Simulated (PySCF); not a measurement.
The 3-electron isoelectronic series, spin-free X2C

All values are computed (PySCF 2.14, energy differences of UHF-based or UKS calculations, no spin-orbit coupling). Each ion has its own even-tempered basis scaled to its charge (18s8p5d5f4g for the first); frozen: nothing. Ionisation energies in eV, correlation energies of the ion in mhartree.

| ion | configuration | UHF | LDA | PBE | PBE0 | r2SCAN | MP2 (all electrons) | E_corr MP2 | NIST (with spin-orbit, Breit and QED) |
| --- | --- | --- | --- | --- | --- | --- | --- | --- | --- |
| Er⁶⁵⁺ | [He] 2s1 (2S) | 16294.2 | 16282.9 | 16301.0 | 16299.4 | 16290.4 | 16294.4 | -75.8 | 16274.56 ± 0.12 (t) |
| Tm⁶⁶⁺ | [He] 2s1 (2S) | 16835.0 | 16823.4 | 16842.1 | 16840.4 | 16831.2 | 16835.2 | -76.6 | 16814.34 ± 0.14 (t) |
| Yb⁶⁷⁺ | [He] 2s1 (2S) | 17387.2 | 17375.3 | 17394.4 | 17392.7 | 17383.4 | 17387.4 | -77.5 | 17365.44 ± 0.15 (t) |
| Lu⁶⁸⁺ | [He] 2s1 (2S) | 17950.9 | 17938.8 | 17958.3 | 17956.5 | 17947.1 | 17951.2 | -78.4 | 17928.05 ± 0.16 (t) |
| Hf⁶⁹⁺ | [He] 2s1 (2S) | 18526.3 | 18513.9 | 18533.9 | 18532.1 | 18522.4 | 18526.6 | -79.4 | 18502.32 ± 0.17 (t) |
| Ta⁷⁰⁺ | [He] 2s1 (2S) | 19113.7 | 19101.0 | 19121.5 | 19119.6 | 19109.8 | 19114.0 | -80.4 | 19088.51 ± 0.19 (t) |
| W⁷¹⁺ | [He] 2s1 (2S) | 19713.3 | 19700.2 | 19721.2 | 19719.3 | 19709.3 | 19713.5 | -81.4 | 19686.74 ± 0.2 (t) |
| Re⁷²⁺ | [He] 2s1 (2S) | 20325.2 | 20311.9 | 20333.3 | 20331.4 | 20321.2 | 20325.4 | -82.5 | 20297.4 ± 0.21 (t) |
| Os⁷³⁺ | [He] 2s1 (2S) | 20949.7 | 20936.1 | 20958.1 | 20956.0 | 20945.7 | 20950.0 | -83.6 | 20920.6 ± 0.22 (t) |
| Ir⁷⁴⁺ | [He] 2s1 (2S) | 21587.1 | 21573.2 | 21595.7 | 21593.6 | 21583.1 | 21587.4 | -84.7 | 21556.6 ± 0.24 (t) |

Each ion has its own basis, which adds noise of up to about 0.1 % along the series.

NIST values marked (s) are semi-empirical, (t) theoretical. Open shells are high-spin determinants of the terms that Hund's rules give.

At high Z the X2C-1e correlation energies are inflated by the missing two-electron picture change in the 1s pairs.
